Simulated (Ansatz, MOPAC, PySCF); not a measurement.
Pair of molecules: AsH3 (SMILES [AsH3]) (first 4 atoms) with H2Se (SMILES [SeH2]); geometry from B3LYP-D3(BJ)/def2-TZVP, rigid monomers moved along the line of their centres of mass till As1···Se5 is 3.36 Å.
(charge 0, multiplicity 1):
```xyz
7

As    -0.1887    -0.1176    -0.3551
H     -0.1534    -0.0902    -1.8806
H      1.3100     0.1333    -0.2509
H     -0.5074     1.3694    -0.2698
Se    -0.0466    -0.4812     2.9774
H     -1.4904    -0.5497     2.7152
H     -0.2771     0.0277     4.3392
```

Monomers are frozen at their geometry in the pair; levels with a basis set take the counterpoise correction. Rows marked so take none.

Correlated levels freeze the cores. Filled d and f shells under p-block atoms count as core. CBS: X⁻³ extrapolation of the correlation energy, Hartree–Fock from the larger set. Rows in 6-31G*, LANL2DZ carry no dispersion term and start afresh at each structure (6-31G* with six Cartesian d functions); the Pople sets are all-electron and without relativity. LANL2DZ brings its own core potentials from Na on. The state reached by PM3 isn't checked.

The values were computed with Ansatz (an electronic-structure program); MOPAC for PM3 (differences of heats of formation); PySCF for 6-31G* rows, LANL2DZ rows. 

| level | interaction energy (kJ/mol) |
|---|---|
| PM3 | -2.4 |
| HF/6-31G* (no counterpoise) | 12.2 |
| BP86/6-31G* (no counterpoise) | 3.4 |
| B3LYP/6-31G* | 5.6 |
| B3LYP/6-31G* (no counterpoise) | ___ |
| B3LYP/LANL2DZ (no counterpoise) | 4.4 |
| wB97M-V/def2-TZVPPD | -2.1 |
| CCSD/aug-cc-pVDZ | 4.5 |
| MP2/CBS(aug-cc-pVDZ, aug-cc-pVTZ) + ΔCCSD(T)/aug-cc-pVDZ | -1.8 |

**Question.** Some entries are withheld; supply them.

**Answer.** 
- B3LYP/6-31G* (no counterpoise), interaction energy (kJ/mol): 5.0
